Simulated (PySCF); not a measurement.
SCF from a fresh guess for quartet MnOCl₂, at the PBE0 minimum. PySCF input:

```python
from pyscf import gto, scf, dft
mol = gto.M(atom='''
Mn    -0.151538    -0.262478     0.000000
O     -0.930481    -1.611679     0.000000
Cl     1.976436    -0.374838     0.000000
Cl    -1.312870     1.524198    -0.000000''',
    basis={'Mn': 'def2-SVP', 'O': 'def2-SVP', 'Cl': 'def2-SVP'},
    charge=0, spin=3)
mf = dft.UKS(mol, xc='PBE0')
mf.grids.atom_grid = (50, 194)
aux = {'Mn': 'def2-universal-JKFIT', 'O': 'def2-universal-JKFIT', 'Cl': 'def2-universal-JKFIT'}
mf = mf.density_fit(auxbasis=aux)
mf.conv_tol = 1e-08
mf.diis_space = 10
mf.max_cycle = 60
mf.init_guess = 'minao'
mf.verbose = 4
mf.kernel()
```

Excerpt of the output (cycles alone):

```
init E= -2144.3801275823
cycle= 1 E= -2138.1183784346  delta_E= 6.26  |g|= 2.79  |ddm|= 7.95
cycle= 2 E= -2113.56650397397  delta_E= 24.6  |g|= 6.08  |ddm|= 10.8
cycle= 3 E= -2132.93715403302  delta_E= -19.4  |g|= 4.61  |ddm|=  6.6
cycle= 4 E= -2133.22010586762  delta_E= -0.283  |g|= 4.51  |ddm|= 2.18
cycle= 5 E= -2136.60645830625  delta_E= -3.39  |g|=  4.4  |ddm|= 2.24
cycle= 6 E= -2134.75472478958  delta_E= 1.85  |g|= 4.53  |ddm|= 0.555
cycle= 7 E= -2134.29965525127  delta_E= 0.455  |g|= 4.54  |ddm|= 0.121
cycle= 8 E= -2134.15187620559  delta_E= 0.148  |g|= 4.57  |ddm|= 0.402
cycle= 9 E= -2134.10783099807  delta_E= 0.044  |g|= 4.57  |ddm|= 0.901
cycle= 10 E= -2134.46772014268  delta_E= -0.36  |g|= 4.55  |ddm|= 0.697
cycle= 11 E= -2134.43055366598  delta_E= 0.0372  |g|= 4.56  |ddm|= 0.676
cycle= 12 E= -2083.52594589157  delta_E= 50.9  |g|= 8.15  |ddm|= 18.1
cycle= 13 E= -2143.19226211636  delta_E= -59.7  |g|= 2.13  |ddm|= 17.6
cycle= 14 E= -2140.80456744947  delta_E= 2.39  |g|= 3.64  |ddm|= 2.75
cycle= 15 E= -2140.96314567466  delta_E= -0.159  |g|= 3.38  |ddm|= 1.71
cycle= 16 E= -2144.13050782965  delta_E= -3.17  |g|= 2.15  |ddm|=  1.4
cycle= 17 E= -2145.51986168947  delta_E= -1.39  |g|= 0.407  |ddm|= 0.924
cycle= 18 E= -2145.55932253397  delta_E= -0.0395  |g|= 0.248  |ddm|= 0.388
cycle= 19 E= -2145.58390733216  delta_E= -0.0246  |g|= 0.0521  |ddm|= 0.19
cycle= 20 E= -2145.58525450863  delta_E= -0.00135  |g|= 0.0413  |ddm|= 0.0474
cycle= 21 E= -2145.58650125553  delta_E= -0.00125  |g|= 0.0173  |ddm|= 0.0475
cycle= 22 E= -2145.58722318957  delta_E= -0.000722  |g|= 0.0134  |ddm|= 0.0634
cycle= 23 E= -2145.58740951593  delta_E= -0.000186  |g|= 0.00689  |ddm|= 0.021
cycle= 24 E= -2145.58757349233  delta_E= -0.000164  |g|= 0.00315  |ddm|= 0.0437
cycle= 25 E= -2145.58758538232  delta_E= -1.19e-05  |g|= 0.000737  |ddm|= 0.0085
cycle= 26 E= -2145.58758785826  delta_E= -2.48e-06  |g|= 0.000387  |ddm|= 0.00389
cycle= 27 E= -2145.58758883369  delta_E= -9.75e-07  |g|= 0.000267  |ddm|= 0.0032
cycle= 28 E= -2145.58758898448  delta_E= -1.51e-07  |g|= 9.56e-05  |ddm|= 0.00123
cycle= 29 E= -2145.5875890035  delta_E= -1.9e-08  |g|= 3.32e-05  |ddm|= 0.000467
cycle= 30 E= -2145.58758900546  delta_E= -1.96e-09  |g|= 9.12e-06  |ddm|= 0.000116
Extra cycle  E= -2145.58758900537  delta_E= 9.19e-11  |g|= 2.31e-05  |ddm|= 2.65e-05
converged SCF energy = -2145.58758900537  <S^2> = 3.9795746  2S+1 = 4.1131859
```

No lower solution of this spin was found from smeared starts or by a stability analysis within the unrestricted form.

Other spin states or occupations of the open shell can lie lower.

The search for the lowest solution, 3 starts and the stability check together, took 44 s on 2 threads of a shared Arm Neoverse N1 host, with 81 basis functions; the process peaked at 0.43 GiB. Launch command: `OMP_NUM_THREADS=2 python axn.py task.json out`.
